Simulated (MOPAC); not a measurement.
Input for MOPAC: PM6 on BeN-, 2S+1 = 3, a spin state set in the input, which need not be the lowest, a point of a bond scan (R = 1.642 Å). Charge -1.

```
PM6 1SCF PRECISE CHARGE=-1 UHF MS=1 THREADS=1
BeN

Be     0.00000000 1     0.00000000 1     0.00000000 1
N      0.00000000 1     0.00000000 1     1.64159300 1
```

It printed:

```
*******************************************************************************
 **                                                                           **
 **                              MOPAC v23.2.5                                **
 **                                                                           **
 *******************************************************************************
 ** MOPAC's Digital Object Identifier: https://doi.org/10.5281/zenodo.6511958 **
 **                                                                           **
 ** Please cite the open-source release paper for use of this MOPAC version:  **
 ** J. E. Moussa and J. J. P. Stewart (2026)                                  **
 ** MOPAC: An open-source semiempirical molecular orbital program             **
 ** J. Open Source Softw., 11(119), 8025, https://doi.org/10.21105/joss.08025 **
 *******************************************************************************

                              PM6 CALCULATION RESULTS

 *******************************************************************************
 *  PM6        - The PM6 Hamiltonian to be used
 *  UHF        - UNRESTRICTED HARTREE-FOCK CALCULATION
 *
 *
 *
 *                 CHARGE ON SYSTEM = -1
 *
 *
 *
 *  MS=        - IN MECI, MAGNETIC COMPONENT OF SPIN =  1.0
 *  PRECISE    - TIGHTER CRITERIA TO BE USED
 *  1SCF       - DO 1 SCF AND THEN STOP
 *  THREADS=1  - MULTI-THREADING NOT USED
 *  T=         - A TIME OF 172800.0 SECONDS REQUESTED
 *  DUMP=N     - RESTART FILE WRITTEN EVERY 7200.0 SECONDS REQUESTED
 *******************************************************************************
PM6 1SCF PRECISE CHARGE=-1 UHF MS=1 THREADS=1
 BeN

   ATOM   CHEMICAL          X               Y               Z
  NUMBER   SYMBOL      (ANGSTROMS)     (ANGSTROMS)     (ANGSTROMS)

     1      Be          0.00000000  *   0.00000000  *   0.00000000  *
     2       N          0.00000000  *   0.00000000  *   1.64159300  *



          CARTESIAN COORDINATES

    NO.       ATOM           X           Y           Z

     1        Be          0.0000      0.0000      0.0000
     2         N          0.0000      0.0000      1.6416

 General Reference for PM6:
 "Optimization of Parameters for Semiempirical Methods V: Modification of NDDO Approximations
 and Application to 70 Elements", J. J. P. Stewart, J. Mol. Mod., 13, 1173-1213 (2007)
 URL: https://link.springer.com/article/10.1007/s00894-007-0233-4

           Empirical Formula: N Be  =     2 atoms



      MOLECULAR POINT GROUP   :   C*v


          UHF CALCULATION, NO. OF ALPHA ELECTRONS =    5
                           NO. OF BETA  ELECTRONS =    3

 -------------------------------------------------------------------------------
 PM6 1SCF PRECISE CHARGE=-1 UHF MS=1 THREADS=1
 BeN



     1SCF WAS SPECIFIED, SO BFGS WAS NOT USED
     SCF FIELD WAS ACHIEVED


                              PM6 CALCULATION
                                                       MOPAC v23.2.5 Linux




          FINAL HEAT OF FORMATION =        132.68852 KCAL/MOL =     555.16876 KJ/MOL


          COSMO AREA              =         72.61 SQUARE ANGSTROMS
          COSMO VOLUME            =         55.70 CUBIC ANGSTROMS

          IONIZATION POTENTIAL    =          0.468524 EV
          ALPHA SOMO LUMO (EV)    =         -1.734 10.990
          BETA  SOMO LUMO (EV)    =         -0.469  7.619
          NO. OF ALPHA ELECTRONS  =          5
          NO. OF BETA  ELECTRONS  =          3
          MOLECULAR WEIGHT        =         23.0189         POINT GROUP:  C*v

          MOLECULAR DIMENSIONS (Angstroms)

            Atom       Atom       Distance
            N     2   Be     1     1.64159
            N     2   Be     1     0.00000
           Be     1    N     2     0.00000


          SCF CALCULATIONS        =          1





   ATOM   CHEMICAL          X               Y               Z
  NUMBER   SYMBOL      (ANGSTROMS)     (ANGSTROMS)     (ANGSTROMS)

     1      Be          0.00000000  *   0.00000000  *   0.00000000  *
     2       N          0.00000000  *   0.00000000  *   1.64159300  *

                             CARTESIAN COORDINATES

   1   Be        0.000000000     0.000000000     0.000000000
   2    N        0.000000000     0.000000000     1.641593000


           Empirical Formula: N Be  =     2 atoms



      MOLECULAR POINT GROUP   :   C*v


          ALPHA EIGENVALUES
 -16.80221  -3.86744  -3.55296  -2.75474  -1.73428  10.98974  11.12403  12.60607


           BETA EIGENVALUES
 -13.81175  -2.01776  -0.46852   7.61872   8.47588  11.33303  12.37673  13.79026


              NET ATOMIC CHARGES AND DIPOLE CONTRIBUTIONS

  ATOM NO.   TYPE          CHARGE      No. of ELECS.   s-Pop       p-Pop
    1         Be           0.074352        1.9256     1.13229     0.79336
    2          N          -1.074352        6.0744     1.91167     4.16268
 DIPOLE           X         Y         Z       TOTAL
 POINT-CHG.     0.000     0.000    -3.673     3.673
 HYBRID        -0.000    -0.000     0.256     0.256
 SUM           -0.000    -0.000    -3.417     3.417


          ATOMIC ORBITAL ELECTRON POPULATIONS

     Atom    s        px        py        pz
    1 Be   1.13229   0.14644   0.03594   0.61098
    2  N   1.91167   1.85356   0.96406   1.34506


                    (SZ)    =    1.000000
                    (S**2)  =    2.030413


          ATOMIC ORBITAL SPIN POPULATIONS

    Atom   Total    s     px     py     pz
         Atomic
    1 Be  0.7808  0.386 -0.024  0.036  0.382
    2  N  1.2192 -0.001  0.024  0.964  0.232

 **********************
 *                    *
 * JOB ENDED NORMALLY *
 *                    *
 **********************




 == MOPAC DONE ==
```

The run finished.

Cost: roughly 0.010 core-seconds.
